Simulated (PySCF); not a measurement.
# One molecule, several mistakes: CH7Si2

Calculated results; nothing here was measured. The program is PySCF 2.14.0, an open-source quantum chemistry code, run on an isolated molecule that a program drew, which may never have been made. The molecule is CH7Si2 (charge 0, doublet), drawn as the SMILES string `C[SiH][SiH3]`.

Each row is a Hartree-Fock (HF) and frozen-core CCSD(T) single point in the cc-pV(D+d)Z basis, meant for a local HF minimum. Run 1 is clean. Each other run has one planted mistake out of seven kinds, and not every kind appears here: one electron removed, one electron added, multiplicity raised by two, geometry at a saddle point, minimal basis STO-3G, one bond length entered in bohr, all coordinates scaled. The reference is restricted for singlets and unrestricted otherwise, and also for a bond in bohr. Adding or removing an electron swaps singlet and doublet. Electrons count all cores. HOMO and LUMO are orbital energies over both spins, the gradient is its largest component, and the lowest frequency (negative if imaginary) is given only where the gradient is small. Bond lengths are over the 9 bonds as drawn. T1 is the CCSD diagnostic: over 0.02 (restricted) or 0.045 (unrestricted) a single reference is doubtful.

Geometry of the clean run:
```xyz
10
CH7Si2, angstrom
C    -1.0288    0.3280   -0.7138
Si   -0.0395   -1.2608   -0.4257
Si    0.2512   -2.5888   -2.3552
H    -1.1923    0.8556    0.2292
H    -2.0043    0.1070   -1.1535
H    -0.4941    1.0019   -1.3901
H     1.2660   -0.9464    0.2139
H     0.9845   -1.8732   -3.4310
H    -1.0757   -2.9847   -2.8887
H     1.0094   -3.8144   -2.0065
```

| run | electrons | basis functions | <S^2> | HOMO (eV) | LUMO (eV) | gradient (hartree/bohr) | lowest frequency (cm^-1) | mean bond (Å) | longest bond (Å) | T1 | HF (hartree) | CCSD(T) (hartree) | mistake |
|---|---|---|---|---|---|---|---|---|---|---|---|---|---|
| 1 | 41 | 95 | 0.757 | -8.45 | 1.43 | 3.2e-05 | 96 | 1.4970 | 2.360 | 0.0123 | -619.78202 | -620.18826 | no fault |
| 2 | 41 | 30 | 0.753 | -5.86 | 6.46 | 2.9e-02 | - | 1.4970 | 2.360 | 0.0040 | -612.65303 | -612.82706 | minimal basis STO-3G |
| 3 | 42 | 95 | 0.000 | -0.49 | 8.54 | 4.6e-02 | - | 1.4970 | 2.360 | 0.0117 | -619.76194 | -620.20105 | ? |
| 4 | 41 | 95 | 1.334 | -8.87 | 1.26 | 2.9e-02 | - | 1.6052 | 2.360 | 0.0438 | -619.66801 | -620.06877 | ? |

**Which mistake was planted in run 3, and what did it cost?**

It counts 42 electrons, one more than the clean run, at the same geometry and basis. So the mistake is: one electron added. Subtracting run 1 and multiplying by 627.51 kcal/mol a hartree, the energy moved by 12.6 kcal/mol in HF and -8.0 kcal/mol in CCSD(T).

**Which mistake was planted in run 4, and what did it cost?**

The mean bond changes by a factor of 1.072 and the longest by 1.000, so the molecule wasn't scaled as a whole. A length L in bohr read as angstrom grows by (1/0.5292 - 1) L = 0.890 L. The 9 bonds together grew by 9 x 0.1082 = 0.974 Å, which gives L = 1.094 Å. That is the length of one of the C-H bonds, 1.094 Å in the clean geometry. So the mistake is: one bond length entered in bohr. Subtracting run 1 and multiplying by 627.51 kcal/mol a hartree, the energy moved by 71.5 kcal/mol in HF and 75.0 kcal/mol in CCSD(T).

